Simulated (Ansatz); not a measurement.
HIPb, singlet, geometry from GFN2-xTB (such geometries of metal compounds can be far from the true shape) (core potentials on I, Pb), with bond 2-1 at 1.8 times its length; Ansatz (an electronic-structure program) with CASSCF(2,3)/def2-SVP.

The Ansatz input:
Ansatz 0.2 input:
```yaml
crystal:
  periodic: [false, false, false]
  atoms:
    - {symbol: Pb, position_ang: [-0.62315407, -0.47582053, 0.71382047]}
    - {symbol: H, position_ang: [-2.79164643, -1.65260666, -1.51704386]}
    - {symbol: I, position_ang: [0.99861332, 0.75748818, -1.09448546]}
basis:
  gaussian:
    orbitals: def2-SVP
hamiltonian:
  xc: hf
magnetization: {spin_polarized: false}
correlation: {active_space: {window: {electrons: 2, orbitals: 3}}}
```

Q: Write the output that Ansatz gives for this input, abridged.

A: 
```
Functional definition: HF
732 factors; integrals over basis functions are off by at most 1.9e-4 eV
mean field evaluation 1: about -13304.1402 eV, gradient 1.6e1 eV
mean field evaluation 2: about -13304.1838 eV, gradient 1.6e1 eV
mean field evaluation 4: about -13306.1624 eV, gradient 1.2e0 eV
mean field evaluation 8: about -13306.1796 eV, gradient 1.0e-1 eV
mean field -13306.17979129 eV, -488.9930880774 hartree, gradient 2.1e-6 eV, S^2 0.000000; 0 other end points of the search recorded, 0 dependent functions left out
reference -13306.17979129 eV, -488.9930880774 hartree; 24, 24 occupied and 33, 33 virtual orbitals, 732 factors
state -13307.80388317 eV, -489.0527723532 hartree
Total energy: -13307.80388317 eV, -489.0527723532 hartree
```
